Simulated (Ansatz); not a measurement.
C2H6AlN, relaxed with RKS PBE-D4/def2-SVP in Ansatz 0.2.0 from a rough embedded geometry. The force threshold is 0.03 eV/Å; the program also tests the step.

Charge 0, multiplicity 1. The bonds changed during the relaxation, so this is another structure than the one it started from.

Start:

```xyz
10

N    -1.097   -0.786   -0.625
C    -0.354    0.298   -0.148
C     0.452   -0.120    1.061
Al    1.613    0.230   -0.531
H    -1.392   -0.558   -1.659
H    -2.026   -0.854   -0.132
H    -0.873    1.305   -0.075
H     0.326   -1.097    1.417
H     0.493    0.727    1.864
H     2.858    0.854   -1.172
```

```json
{"step": "1", "energy (eV)": "-10242.7664", "largest force (eV/Å)": "4.111", "largest move (Å)": "0.000"}
{"step": "2", "energy (eV)": "-10243.2090", "largest force (eV/Å)": "1.115", "largest move (Å)": "0.133"}
{"step": "3", "energy (eV)": "-10243.3191", "largest force (eV/Å)": "0.347", "largest move (Å)": "0.155"}
{"step": "4", "energy (eV)": "-10243.3575", "largest force (eV/Å)": "0.262", "largest move (Å)": "0.120"}
{"step": "5", "energy (eV)": "-10243.4304", "largest force (eV/Å)": "0.504", "largest move (Å)": "0.196"}
{"step": "6", "energy (eV)": "-10243.5573", "largest force (eV/Å)": "0.810", "largest move (Å)": "0.195"}
{"step": "7", "energy (eV)": "-10243.7357", "largest force (eV/Å)": "0.815", "largest move (Å)": "0.194"}
{"step": "8", "energy (eV)": "-10243.9276", "largest force (eV/Å)": "0.938", "largest move (Å)": "0.196"}
{"step": "9 (rejected)", "energy (eV)": "-10243.7996", "largest force (eV/Å)": "1.121", "largest move (Å)": "0.200"}
{"step": "10", "energy (eV)": "-10243.9776", "largest force (eV/Å)": "0.217", "largest move (Å)": "0.081"}
{"step": "11", "energy (eV)": "-10243.9796", "largest force (eV/Å)": "0.086", "largest move (Å)": "0.030"}
{"step": "12", "energy (eV)": "-10243.9805", "largest force (eV/Å)": "0.017", "largest move (Å)": "0.011"}
```

End:

```xyz
10

N    -0.650   -0.502   -0.881
C    -0.468    0.638    0.088
C     0.370    0.020    1.218
Al    1.266    0.063   -0.527
H    -1.122   -0.220   -1.749
H    -1.127   -1.347   -0.509
H    -1.362    1.260    0.277
H    -0.033   -0.882    1.741
H     0.710    0.772    1.956
H     2.415    0.198   -1.613
```

Hardware: 2 threads of an AMD EPYC 7B13 on a shared host. Wall time 17 s, peak host memory 0.14 GiB.
